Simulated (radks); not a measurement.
Results of a calculation; reference values are marked as such.
The titanium anion Ti- inside a hard spherical wall (all orbitals vanish at R), configuration held at [Ar] 3d3 4s2 and not refilled when levels cross. Code: a radial shooting solver on a logarithmic mesh with Libxc functionals. Model: scalar-relativistic Kohn-Sham, PBEsol, spin-polarised, spherical densities, finite nucleus; open shells are filled with parallel spins first; Fermi nuclear charge, rms radius 3.5921 fm. Eigenvalues in eV for spin up, with the zero of energy where the potential of the charges vanishes at infinity; a dash marks a level that is unbound or too diffuse for the functional's potential to be trusted. A positive occupied level is held by the wall or, in an anion where self-interaction has pushed it up, behind a barrier. The pressure on the wall is -dE/dV.

[
 {"R (bohr)": "20", "E (hartree)": "-852.65923", "kinetic (hartree)": "859.705", "e(3s)": "-55.389", "e(3p)": "-31.845", "e(4s)": "0.147", "e(3d)": "1.919", "e(4p, empty)": "-", "e(5s, empty)": "-", "pressure (GPa)": "0.00103"},
 {"R (bohr)": "12", "E (hartree)": "-852.65415", "kinetic (hartree)": "859.722", "e(3s)": "-54.779", "e(3p)": "-31.239", "e(4s)": "0.547", "e(3d)": "2.472", "e(4p, empty)": "2.721", "e(5s, empty)": "4.186", "pressure (GPa)": "0.0371"},
 {"R (bohr)": "10", "E (hartree)": "-852.64577", "kinetic (hartree)": "859.755", "e(3s)": "-54.277", "e(3p)": "-30.738", "e(4s)": "0.904", "e(3d)": "2.935", "e(4p, empty)": "3.289", "e(5s, empty)": "5.956", "pressure (GPa)": "0.166"},
 {"R (bohr)": "8", "E (hartree)": "-852.61679", "kinetic (hartree)": "859.863", "e(3s)": "-53.139", "e(3p)": "-29.604", "e(4s)": "1.761", "e(3d)": "3.969", "e(4p, empty)": "4.558", "e(5s, empty)": "9.826", "pressure (GPa)": "0.967"},
 {"R (bohr)": "6", "E (hartree)": "-852.49352", "kinetic (hartree)": "860.263", "e(3s)": "-50.221", "e(3p)": "-26.725", "e(4s)": "4.302", "e(3d)": "6.587", "e(4p, empty)": "8.065", "e(5s, empty)": "20.175", "pressure (GPa)": "8.05"},
 {"R (bohr)": "2.5", "E (hartree)": "-847.07091", "kinetic (hartree)": "875.747", "e(3s)": "-19.929", "e(3p)": "3.318", "e(4s)": "69.899", "e(3d)": "39.820", "e(4p, empty)": "83.554", "e(5s, empty)": "205.49", "pressure (GPa)": "3250"}
]
